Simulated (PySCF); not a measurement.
**Polarisability and C₆ of Mo (molybdenum, neutral)**

[Kr] 4d5 5s1, high-spin 7S determinant. Computed with PySCF 2.14 in x2c-TZVPPall with one added diffuse shell each of s, p, d, f type (9s7p7d3f1g, 95 functions), with the spin-free X2C one-electron Hamiltonian (Gaussian nucleus). Coupled (time-dependent) response in atomic units; α is the mean over directions.

```
method  mean α (bohr³)  C₆ (like pair)  S(−4)
   UHF           107.1            1187   7860
   PBE           73.89           770.9   3074
  PBE0           78.26           819.5   3566
```

S(−4) is the Cauchy moment in α(ω) = α(0) + S(−4) ω² + …

Reference α: 87 ± 6 bohr³ (recommended; Schwerdtfeger and Nagle, table of static dipole polarizabilities (2023 update)). Published C₆: 1030 (Gould and Bucko (2016)).

Hartree-Fock lies above the reference because it lacks correlation, which contracts the outer shell.

α(iu) at PBE0:

```
u (hartree)  α(iu) (bohr³)
          0          78.26
     0.0500          70.44
      0.100          55.30
      0.200          32.98
      0.300          22.13
      0.500          12.77
      0.750          8.019
       1.00          5.668
       1.50          3.351
       2.00          2.225
       3.00          1.181
       5.00         0.4939
```
